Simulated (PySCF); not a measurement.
Molfile (atoms numbered from 1):
```
C6H8O2SSi
     RDKit          3D

 18 19  0  0  0  0  0  0  0  0999 V2000
    2.5868   -0.2398    0.8214 C   0  0  0  0  0  0  0  0  0  0  0  0
    2.9761   -1.3564    0.1237 C   0  0  0  0  0  0  0  0  0  0  0  0
    1.6336   -2.3108   -0.3403 S   0  0  0  0  0  0  0  0  0  0  0  0
    0.5076   -1.2231    0.3866 C   0  0  0  0  0  0  0  0  0  0  0  0
   -1.3225   -1.4694    0.3713 Si  0  0  0  0  0  4  0  0  0  0  0  0
   -2.1504   -0.8546   -0.9536 O   0  0  0  0  0  0  0  0  0  0  0  0
   -2.7299    0.3853   -0.5985 C   0  0  0  0  0  0  0  0  0  0  0  0
   -3.0247    0.3250    0.9045 C   0  0  0  0  0  0  0  0  0  0  0  0
   -1.9800   -0.4198    1.5040 O   0  0  0  0  0  0  0  0  0  0  0  0
    1.1776   -0.1651    0.9710 C   0  0  0  0  0  0  0  0  0  0  0  0
    3.2881    0.4972    1.2154 H   0  0  0  0  0  0  0  0  0  0  0  0
    3.9878   -1.6647   -0.1386 H   0  0  0  0  0  0  0  0  0  0  0  0
   -1.6725   -2.9041    0.5208 H   0  0  0  0  0  0  0  0  0  0  0  0
   -3.6451    0.5484   -1.1894 H   0  0  0  0  0  0  0  0  0  0  0  0
   -2.0281    1.2113   -0.8222 H   0  0  0  0  0  0  0  0  0  0  0  0
   -3.0657    1.3294    1.3550 H   0  0  0  0  0  0  0  0  0  0  0  0
   -3.9950   -0.1725    1.0897 H   0  0  0  0  0  0  0  0  0  0  0  0
    0.6546    0.6305    1.5042 H   0  0  0  0  0  0  0  0  0  0  0  0
  1  2  2  0
  2  3  1  0
  3  4  1  0
  4  5  1  0
  5  6  1  0
  6  7  1  0
  7  8  1  0
  8  9  1  0
  4 10  2  0
 10  1  1  0
  9  5  1  0
  1 11  1  0
  2 12  1  0
  5 13  1  0
  7 14  1  0
  7 15  1  0
  8 16  1  0
  8 17  1  0
 10 18  1  0
M  END
```

Geometry: PBE0-D3(BJ)/def2-SVP; GIAO absolute shieldings from PySCF, gas phase, non-relativistic, averaged over equivalent atoms.

At B97-2/pcSseg-1 (224 basis functions, 46 s wall time on 1 thread of an Arm Neoverse V1, shared host):
| atoms | σ (ppm) |
| --- | --- |
| C10 | 43.5 |
| C2 | 44.7 |
| C4 | 48.2 |
| C1 | 54.5 |
| C7/C8 | 117.2 |
| S3 | 254.2 |
| Si5 | 366.5 |
| O6/O9 | 285.3 |
| H18 | 23.78 |
| H12 | 23.87 |
| H11 | 24.16 |
| H13 | 26.15 |
| H15/H16 | 27.39 |
| H14/H17 | 27.41 |

Q: What do these become at PBE0/pcSseg-1?

A: 
```
  atoms  σ at PBE0/pcSseg-1  change
    C10                41.1    -2.4
     C2                42.0    -2.7
     C4                45.3    -2.9
     C1                52.2    -2.3
  C7/C8               117.6    +0.4
     S3               246.7    -7.5
    Si5               357.7    -8.8
  O6/O9               285.8    +0.5
    H18               23.62   -0.16
    H12               23.70   -0.17
    H11               24.00   -0.16
    H13               25.93   -0.22
H15/H16               27.26   -0.13
H14/H17               27.28   -0.13
```

The largest change is at Si5 (silicon bonded to C, 2 O, H, in a 5-membered ring). Cost: 224 basis functions, 58 s wall time on 1 thread of an Arm Neoverse V1, shared host. The order of the carbon signals is the same at both levels.
